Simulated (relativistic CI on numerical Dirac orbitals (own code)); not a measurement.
Calculated at this level of theory: Dirac-Coulomb-Breit CI, orbitals from a KLI potential per configuration, a model potential for QED, unscaled Slater integrals (own radial code, finite nucleus).

CI space (outside the closed core [Ne]): 3s²3p⁶3d⁴, 3s²3p⁵3d⁵, 3s3p⁶3d⁵, 3s²3p⁶3d³4s, 3s²3p⁶3d³4p, 3s²3p⁶3d³4d, 3s²3p⁵3d⁴4s, 3s²3p⁶3d³4f, 3s²3p⁵3d⁴4p, 3s3p⁶3d⁴4s, 3p⁶3d⁵4p, 3s3p⁶3d⁴4p, 3s²3p⁶3d²4s4p, 3s²3p⁶3d³5s, 3s3p⁶3d⁴4d, 3s²3p⁶3d³5p, 3s²3p⁶3d³5d, 3s²3p⁶3d³5g, 3s²3p⁶3d³6s, 3p⁶3d⁶, 3p⁵3d⁷, 3p⁵3d⁶4s, 3p⁶3d⁵4s, 3p⁵3d⁵4s², 3s²3p⁶3d²4s², 3s²3p⁶3d4s²4p, 3s²3p⁶3d4s²4d, 3s²3p⁶3d²4p², 3s²3p⁶3d4s4p², 3s²3p⁶3d4p³, 3s²3p⁶3d4p²4d, 3s²3p⁵3d²4s4p², 3s²3p⁶3d²4s4d, 3s²3p⁶3d4s4p4d, 3s²3p⁶3d4s4d², 3s²3p⁵3d²4s²4d, 3s3p⁶3d³4s², 3s3p⁶3d²4s²4p, 3s3p⁶3d²4s²4d. Double excitations out of closed p, d and f shells are left out; levels of such configurations are missing from the list, as are those of other unlisted configurations, and high levels can miss mixing partners. These lack a partner that the ground configuration has and come out too high: 3s²3p⁵3d⁴4p.

At this charge energies of transitions that change n are usually good to better than 1 %, and those within a shell (Δn = 0) to a few per cent.

Outline of the computed level scheme of Hf LI. Lowest level of each configuration: 3s²3p⁶3d⁴ ³P0 at 0.000 eV; 3s²3p⁵3d⁵ ⁵D°4 at 347.008 eV.

Some strong electric-dipole decays among the lowest 45 levels: 3s²3p⁵3d⁵ ³D°1 → 3s²3p⁶3d⁴ ³P0 (1.4e+12 s⁻¹); 3s²3p⁵3d⁵ ³F°2 → 3s²3p⁶3d⁴ ⁵D1 (3.5e+10 s⁻¹); 3s²3p⁵3d⁵ ³D°1 → 3s²3p⁶3d⁴ ⁵D2 (6.9e+09 s⁻¹); 3s²3p⁵3d⁵ ⁵P°1 → 3s²3p⁶3d⁴ ⁵D0 (6.6e+09 s⁻¹); 3s²3p⁵3d⁵ ⁵D°4 → 3s²3p⁶3d⁴ ³F4 (5.7e+09 s⁻¹); 3s²3p⁵3d⁵ ³P°2 → 3s²3p⁶3d⁴ ³F3 (5.7e+09 s⁻¹); 3s²3p⁵3d⁵ ³F°2 → 3s²3p⁶3d⁴ ³F3 (5.4e+09 s⁻¹); 3s²3p⁵3d⁵ ³P°2 → 3s²3p⁶3d⁴ ⁵D1 (4.7e+09 s⁻¹).

LS names give the leading component of a level, which can be under half, so a name can repeat, a term be missing and a line seem to break the LS rules.
